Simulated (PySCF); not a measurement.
## Dipole response of Rh²⁺ (rhodium, charge +2)

[Kr] 4d7, high-spin 4F determinant. Computed with PySCF 2.14 in aug-cc-pwCVDZ-PP with ECP28MDF, with scalar relativity through the core potential. Coupled (time-dependent) response in atomic units; α is the mean over directions. A double-zeta set is small for polarisabilities.

| method | mean α (bohr³) | C₆ (like pair) | S(−4) |
| --- | --- | --- | --- |
| BLYP | 7.504 | 39.77 | 16.95 |

S(−4) is the Cauchy moment in α(ω) = α(0) + S(−4) ω² + …

Spin-orbit coupling is absent.

α(iu) at BLYP:

```
u (hartree)  α(iu) (bohr³)
          0          7.504
     0.0500          7.462
      0.100          7.341
      0.200          6.925
      0.300          6.394
      0.500          5.358
      0.750          4.333
       1.00          3.555
       1.50          2.469
       2.00          1.782
       3.00          1.027
       5.00         0.4518
```

A single London oscillator, α(iu) = α/(1 + u²/ω²), gives C₆ = (3/4) ω α². Matching the computed C₆ needs ω = 4 × 39.77 / (3 × 7.504²) = 0.942 hartree.

For an ion, C₆ is the dispersion term alone; charge-induced terms of lower order in 1/R come first.

Energies and moments cover only the electrons outside the core potential.
